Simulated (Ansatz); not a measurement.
`[CH3][AlH-]([CH3])[O+]([SiH3])[SiH3]`. Total charge 0; spin multiplicity 1. Geometry: relaxed with PBE0-D4/def2-TZVP. It is one conformer, not always the lowest.

```xyz
19

C    -0.805    0.279    2.241
Al   -0.654   -0.749    0.574
C    -2.150   -0.806   -0.698
O     0.797    0.183   -0.433
Si    0.725    1.770   -0.989
Si    2.105   -0.890   -0.628
H     0.158    0.396    2.749
H    -1.218    1.281    2.079
H    -1.476   -0.220    2.949
H     0.323   -2.048    0.608
H    -2.575    0.186   -0.888
H    -1.860   -1.232   -1.664
H    -2.967   -1.425   -0.313
H     1.823    2.541   -0.364
H    -0.598    2.281   -0.576
H     0.866    1.763   -2.463
H     2.706   -1.242    0.671
H     3.066   -0.030   -1.382
H     1.735   -2.038   -1.475
```

**Question.** What is the dipole moment at ωB97M-V/def2-TZVPP? (Best estimate.)

**Answer.** The calculation gave: 3.00 D, with components (1.89, 1.76, -1.52) D in this frame, pointing from negative to positive charge.

**Question.** And with PBE, r2SCAN, B3LYP? (An estimate is asked.)

**Answer.** Ansatz gave: PBE 2.78 D, r2SCAN 2.87 D, B3LYP 2.97 D.

**Question.** Give the Mulliken charges with ωB97M-V, r2SCAN, PBE in def2-TZVPP. (Estimate.)

**Answer.** Ansatz gave: 
```csv
atom,ωB97M-V,r2SCAN,PBE
C1,-0.55,-0.40,-0.45
Al2,0.48,0.52,0.41
C3,-0.55,-0.40,-0.45
O4,-0.32,-0.35,-0.23
Si5,0.25,0.39,0.31
Si6,0.23,0.39,0.27
H7,0.10,0.05,0.08
H8,0.10,0.05,0.08
H9,0.10,0.06,0.09
H10,-0.18,-0.21,-0.17
H11,0.10,0.05,0.08
H12,0.10,0.05,0.08
H13,0.10,0.06,0.09
H14,0.00,-0.04,-0.03
H15,0.02,-0.03,-0.02
H16,0.00,-0.04,-0.03
H17,0.02,-0.03,-0.02
H18,-0.03,-0.08,-0.06
H19,0.02,-0.03,-0.02
```

B3LYP here is the variant with VWN-RPA as its local correlation; programs differ in this.
